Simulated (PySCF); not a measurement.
**Fractional electron number in Ni²⁺ (nickel, charge +2)**

The 3d beta orbital of [Ar] 3d8 is emptied in steps (occupation f), with all orbitals relaxed, ending at [Ar] 3d7. All numbers are calculated (PySCF 2.14, the spin-free X2C one-electron Hamiltonian (Gaussian nucleus), in aug-cc-pVTZ-DK (8s7p5d3f2g, 93 functions)). The exact energy is a straight line in f; departures are measured from the line between the end points of the same method.

```tsv
f	PBE0 (eV)	r2SCAN (eV)	LC-wPBE (eV)
1	0.000	0.000	0.000
0.75	-1.057	-1.493	-0.610
0.5	-1.421	-1.997	-0.829
0.25	-1.074	-1.499	-0.632
0	0.000	0.000	0.000
```

```tsv
method	E(f=0) − E(f=1) (eV)	−ε at f=1 (eV)	−ε at f=0.5 (eV)
PBE0	35.693	30.112	35.647
r2SCAN	35.812	27.885	35.798
LC-wPBE	36.023	32.835	35.964
```

Orbital energy along the path (eV):

| f | PBE0 | r2SCAN | LC-wPBE |
| --- | --- | --- | --- |
| 1 | -30.112 | -27.885 | -32.835 |
| 0.75 | -32.836 | -31.807 | -34.347 |
| 0.5 | -35.647 | -35.798 | -35.964 |
| 0.25 | -38.528 | -39.810 | -37.669 |
| 0 | -41.458 | -43.800 | -39.445 |

Reference removal energy between the ground levels: 35.187 ± 0.019 eV (measured; NIST Atomic Spectra Database, ionization energies). The calculation has no spin-orbit coupling. The determinant left behind need not be the lowest term of the ion.
